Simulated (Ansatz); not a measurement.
Ansatz (an electronic-structure program) input (HF/6-31G*):

Ansatz 0.2 input:
```yaml
crystal:
  periodic: [false, false, false]
  atoms:
    - {symbol: B, position_ang: [0.00005100, 0.01358400, 0.82045500]}
    - {symbol: B, position_ang: [-0.00005100, -0.01358400, -0.82045500]}
    - {symbol: H, position_ang: [1.01557100, 0.03272400, 1.49609700]}
    - {symbol: H, position_ang: [-1.01538500, 0.01682300, 1.49648600]}
    - {symbol: H, position_ang: [1.01538500, -0.01682300, -1.49648600]}
    - {symbol: H, position_ang: [-1.01557100, -0.03272400, -1.49609700]}
basis:
  gaussian:
    orbitals: 6-31G*
hamiltonian:
  xc: {name: HF}
total_charge: -1
magnetization: {spin_polarized: true, initial_magnetization: 1}
relax: {f_tol: 0.003, max_steps: 120}
```

Output:

```
Functional definition: HF
integrals: 0.00 GiB planned
465 factors; integrals over basis functions are off by at most 5.1e-4 eV
mean field: 0.07 GiB planned
mean field evaluation 1: about -1403.6320 eV, gradient 1.0e1 eV
mean field evaluation 2: about -1403.6308 eV, gradient 1.0e1 eV
mean field evaluation 4: about -1404.6545 eV, gradient 5.8e-1 eV
mean field evaluation 8: about -1404.6582 eV, gradient 2.1e-5 eV
mean field -1404.65816725 eV, -51.6202355349 hartree, gradient 2.7e-5 eV, S^2 0.755672; 0 other end points of the search recorded, 0 dependent functions left out
the calculation of the forces begins
reference -1404.65816725 eV, -51.6202355349 hartree; 8, 7 occupied and 30, 31 virtual orbitals, 465 factors
relax step   1: F+E_penalty+E_count = -1404.65816725 eV  Δ(F+E_penalty+E_count) = +0.000e0 eV  max|allowed force component| = 1.732e-1 eV/Å  Δτ_max = 0.0000 Å  (30 SCF iters, accepted)
these checks for a lower state are left out or cut short: starts, cluster_reference, orbital_swaps, neighbouring_geometries, increment
integrals: 0.00 GiB planned
465 factors; integrals over basis functions are off by at most 5.2e-4 eV
mean field: 0.07 GiB planned
mean field evaluation 16: about -1404.6596 eV, gradient 5.2e-5 eV
mean field -1404.65963865 eV, -51.6202896079 hartree, gradient 5.2e-5 eV, S^2 0.755698; 0 other end points of the search recorded, 0 dependent functions left out
the calculation of the forces begins
reference -1404.65963865 eV, -51.6202896079 hartree; 8, 7 occupied and 30, 31 virtual orbitals, 465 factors
relax step   2: F+E_penalty+E_count = -1404.65963865 eV  Δ(F+E_penalty+E_count) = -1.471e-3 eV  max|allowed force component| = 5.503e-2 eV/Å  Δτ_max = 0.0082 Å  (26 SCF iters, accepted)
these checks for a lower state are left out or cut short: starts, cluster_reference, orbital_swaps, neighbouring_geometries, increment
integrals: 0.00 GiB planned
465 factors; integrals over basis functions are off by at most 5.2e-4 eV
mean field: 0.07 GiB planned
mean field -1404.65975958 eV, -51.6202940521 hartree, gradient 5.3e-5 eV, S^2 0.755713; 0 other end points of the search recorded, 0 dependent functions left out
the calculation of the forces begins
reference -1404.65975958 eV, -51.6202940521 hartree; 8, 7 occupied and 30, 31 virtual orbitals, 465 factors
relax step   3: F+E_penalty+E_count = -1404.65975958 eV  Δ(F+E_penalty+E_count) = -1.209e-4 eV  max|allowed force component| = 4.419e-3 eV/Å  Δτ_max = 0.0018 Å  (26 SCF iters, accepted)
these checks for a lower state are left out or cut short: starts, cluster_reference, orbital_swaps, neighbouring_geometries, increment
integrals: 0.00 GiB planned
465 factors; integrals over basis functions are off by at most 5.2e-4 eV
mean field: 0.07 GiB planned
mean field -1404.65976135 eV, -51.6202941171 hartree, gradient 9.7e-6 eV, S^2 0.755712; 0 other end points of the search recorded, 0 dependent functions left out
the calculation of the forces begins
reference -1404.65976135 eV, -51.6202941171 hartree; 8, 7 occupied and 30, 31 virtual orbitals, 465 factors
relax step   4: F+E_penalty+E_count = -1404.65976135 eV  Δ(F+E_penalty+E_count) = -1.768e-6 eV  max|allowed force component| = 4.919e-4 eV/Å  Δτ_max = 0.0002 Å  (17 SCF iters, accepted)
integrals: 0.00 GiB planned
465 factors; integrals over basis functions are off by at most 5.2e-4 eV
mean field: 0.07 GiB planned
mean field evaluation 32: about -1404.5741 eV, gradient 2.9e0 eV
mean field -1404.65976135 eV, -51.6202941171 hartree, gradient 9.7e-6 eV, S^2 0.755712; 1 other end points of the search recorded, 0 dependent functions left out
the calculation of the forces begins
reference -1404.65976135 eV, -51.6202941171 hartree; 8, 7 occupied and 30, 31 virtual orbitals, 465 factors
Total energy: -1404.65976135 eV, -51.6202941171 hartree
Atom 0 at     0.000051     0.013577     0.820010 Å, force    -0.000000    -0.000008    -0.000492 eV/Å
Atom 1 at    -0.000051    -0.013577    -0.820010 Å, force     0.000000     0.000008     0.000492 eV/Å
Atom 2 at     1.015952     0.032862     1.504227 Å, force    -0.000069    -0.000002    -0.000081 eV/Å
Atom 3 at    -1.015765     0.016955     1.504616 Å, force     0.000069    -0.000001    -0.000081 eV/Å
Atom 4 at     1.015765    -0.016955    -1.504616 Å, force    -0.000069     0.000001     0.000081 eV/Å
Atom 5 at    -1.015952    -0.032862    -1.504227 Å, force     0.000069     0.000002     0.000081 eV/Å
Dipole moment:    -0.000000     0.000000     0.000000 e Å
```

The dipole moment of an ion depends on the origin.

The geometry given is a B3LYP-D3(BJ)/def2-TZVP minimum.
